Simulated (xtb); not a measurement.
NO2, SMILES O=N[O-], charge -1. All values are semi-empirical tight-binding results from xtb (GFN2-xTB unless named), good for trends rather than for accurate numbers. Coordinates come from a GFN2-xTB optimisation.

Computed properties:
| Quantity | Result |
|---|---|
| point group as xtb finds it | C2v |
| orbital gap | 1.81 eV |
| zero-point energy | 4.9 kcal/mol |
| G − E(el) at 298.15 K (modified RRHO) | -9.6 kcal/mol |
| static polarisability (D4 model) | 20.0 bohr³ |
| solvation energy, GFN2-xTB/ALPB(water) | -71.6 kcal/mol |
| solvation energy, GFN2-xTB/ALPB(hexane) | -41.2 kcal/mol |

Computed IR lines (harmonic; lines under 4 % of the strongest left out, lines within 3 cm⁻¹ merged):
ν (cm⁻¹): 1357 (vs) (against the strongest line: vs over 80 %, s over 45 %, m over 15 %, w over 4 %, vw less)
